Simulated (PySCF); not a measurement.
## Spin states of HgB

Unrestricted PBE0; basis Hg cc-pVDZ-PP with ECP60, B cc-pVDZ; scalar-relativistic core potentials; PySCF 2.14. Outer shells of the fragments: Hg 5d10 6s2; B 2s2 2p1.

Followed along the bond (rough minima from three points):

```json
{"2Ms+1": "2", "unpaired": "π ↑", "⟨S²⟩ at the start": "0.76", "R at minimum (Å)": "2.37", "Te (eV)": "0.00"}
{"2Ms+1": "2", "unpaired": "σ ↑", "⟨S²⟩ at the start": "0.76", "R at minimum (Å)": "none in the scan", "Te (eV)": "≤ 0.34"}
{"2Ms+1": "4", "unpaired": "σ ↑, π ↑↑", "⟨S²⟩ at the start": "3.76", "R at minimum (Å)": "none in the scan", "Te (eV)": "≤ 1.67"}
```

Solutions found at the starting distance of 2.190 Å, counted from the lowest of them; the search is not exhaustive and high or unbound solutions are not listed, so other states can lie among these:

```
2Ms+1   unpaired   term  E (eV)  ⟨S²⟩  ⟨Lz²⟩  μ (D)
    2        π ↑     ²Π    0.00  0.76   1.00  -1.54
    2        σ ↑    ²Σ⁺    0.73  0.76   0.00   0.78
    4  σ ↑, π ↑↑    ⁴Σ⁻    1.73  3.76   0.00  -2.84
    4  σ ↑↑, π ↑     ⁴Π    2.01  3.76   1.00  -0.21
    2  σ ↑, π ↑↓  mixed    2.58  1.77   2.01  -2.89
    2  σ ↓, π ↑↑  mixed    2.81  1.78   0.00  -3.16
```

A term symbol is given only where ⟨S²⟩ and ⟨Lz²⟩ are close to those of a pure state; real π, δ and φ orbitals otherwise mix terms. A positive dipole means Hg(−)B(+).

Spin–orbit coupling is left out. Counting both spins, an empty level lies below a filled one in some of these solutions, because spin and occupation are held.
